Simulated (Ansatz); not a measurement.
Complex (SMILES): F (HF) with Cl (HCl), atoms 1 to 2 the first; geometry from B3LYP-D3(BJ)/def2-TZVP, monomers rigid:
```xyz
4

F     -0.1993     0.2587    -0.2561
H     -0.6953    -0.4360     0.1164
Cl    -1.4096    -2.1732     1.4289
H     -0.3348    -2.0986     2.1286
```

Energies in hartree at MP2 with Ansatz (a program for electronic structure); the counterpoise-corrected interaction energy is their sum with the coefficients shown, times 627.509 kcal/mol a hartree. All functions are spherical. Cores are frozen. No added dispersion term, no relativity.

```tsv
species	coefficient	part	aug-cc-pV(D+d)Z	aug-cc-pV(T+d)Z	aug-cc-pV(Q+d)Z
the complex	+1	Hartree-Fock	-560.12982	-560.17112	-560.18185
the complex	+1	correlation	-0.38806	-0.49160	-0.53010
F (HF), first monomer among the partner's ghost functions	-1	Hartree-Fock	-100.03278	-100.06027	-100.06768
F (HF), first monomer among the partner's ghost functions	-1	correlation	-0.22338	-0.28077	-0.30204
Cl (HCl), second monomer among the partner's ghost functions	-1	Hartree-Fock	-460.09489	-460.10853	-460.11184
Cl (HCl), second monomer among the partner's ghost functions	-1	correlation	-0.16318	-0.20865	-0.22567
```

Task: Predict the counterpoise-corrected interaction energy in aug-cc-pV(5+d)Z (X = 5): let each Hartree-Fock step shrink by the ratio of the last two, and fit each correlation energy at X = 3 and 4 to E + A/X^3. Compare with the run.

Result: 
- the complex: steps -0.04130 and -0.01073, ratio 0.260, so Hartree-Fock -560.18464 (run: -560.18443); A = (-0.49160 - (-0.53010))/(1/27 - 1/64) = 1.7981, correlation -0.53010 - A/64 + A/125 = -0.54381 (run: -0.54630).
- F (HF), first monomer among the partner's ghost functions: steps -0.02749 and -0.00741, ratio 0.270, so Hartree-Fock -100.06968 (run: -100.06966); A = (-0.28077 - (-0.30204))/(1/27 - 1/64) = 0.9934, correlation -0.30204 - A/64 + A/125 = -0.30961 (run: -0.31079).
- Cl (HCl), second monomer among the partner's ghost functions: steps -0.01364 and -0.00331, ratio 0.243, so Hartree-Fock -460.11264 (run: -460.11244); A = (-0.20865 - (-0.22567))/(1/27 - 1/64) = 0.7949, correlation -0.22567 - A/64 + A/125 = -0.23173 (run: -0.23304).
Predicted -3.01 kcal/mol; the run in aug-cc-pV(5+d)Z gives -3.01, a miss of 0.01. Keeping the value in aug-cc-pV(Q+d)Z, -2.96, would miss by 0.05. All sums are of the energies as printed.
